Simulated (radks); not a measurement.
Q: Coherent X-ray form factor from a spherical all-electron density. Calculated with a radial shooting solver on a logarithmic mesh with Libxc functionals: scalar-relativistic Kohn-Sham, r2SCAN, spin-unpolarised, spherical densities, finite nucleus; meta-GGA in the generalised Kohn-Sham scheme; Fermi nuclear charge, rms radius of each element as measured or else 0.836 A^(1/3) + 0.57 fm.

sin(theta)/lambda (1/angstrom),f0 (electrons)
0.05,1.991
0.1,1.966
0.15,1.925
0.2,1.869
0.25,1.801
0.3,1.724
0.4,1.548
0.5,1.361
0.6,1.177
0.8,0.851
1,0.602
1.25,0.390
1.5,0.256
2,0.117

The species is in the configuration that NIST lists as its ground one. Which atom or ion scatters so?

A: The beryllium ion Be2+, [He]. Extrapolating in s^2 from the first two rows gives f0(0) = 2.0, near the electron count 2; among species with that count, the fall with angle is slower the higher Z, and the table is that of Z = 4; from so few rows the species is fixed only to a neighbour or two.
